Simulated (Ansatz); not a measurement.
Born–Oppenheimer molecular dynamics of BrH₇Si₂ (10 atoms, charge 0, multiplicity 1). It starts at the highest image of a converged band, a first-order saddle point between two minima.

The calculation used RKS PBE-D4/def2-SVP in Ansatz.

```
ensemble                      : NVE (velocity Verlet)
time step                     : 0.5 fs
steps asked                   : 200
starting velocities drawn for : 300 K
seed                          : 5752
```

First frame:

```xyz
10
Properties=species:S:1:pos:R:3
Si -0.317 0.034 0.079
Si -0.008 -0.004 2.676
H -1.041 -0.094 3.766
H 0.892 -1.203 2.684
H 0.737 1.294 2.742
H 1.175 0.127 0.410
H -0.623 1.340 -0.577
H -0.445 -1.268 -0.639
Br -3.009 -0.163 0.566
H -1.295 -0.062 1.492
```

Q: How far do the bonds stretch over the last three quarters of this one trajectory? (Pairs bonded in most of those frames.)

A: 
```
   bond  mean (Å)  spread (Å)  shortest  longest
Si1–Si2     2.374       0.057      2.29     2.45
 Si1–H6     1.514       0.013      1.49     1.54
 Si1–H7     1.506       0.027      1.46     1.55
 Si1–H8     1.511       0.046      1.44     1.58
 Si2–H3     1.510       0.014      1.48     1.54
 Si2–H4     1.513       0.045      1.44     1.58
 Si2–H5     1.508       0.018      1.48     1.54
Br9–H10     1.485       0.110      1.32     1.75
```

Pairs bonded in part of these frames only: Si1–Br9 13 %.

Mean temperature of the second half: 1213 K. The conserved energy stayed within 0.26 meV per atom of its start (net change -0.051 meV per atom), so the integration is sound. The kinetic energy rose, since the run started high on the potential surface and went downhill. It ends in pieces (BrH + H6Si2), so much of that is their flight and rotation, not heat. A run of 0.1 ps of so small a system gives no equilibrium averages. The orbitals stay closed-shell, which can raise the energy where a bond breaks towards radicals; this wasn't checked here.

Time of the run: 7 min on 2 threads of AMD EPYC 7R43 64-Core Processor (Zen 3), on a shared host, peak memory 0.16 GiB.
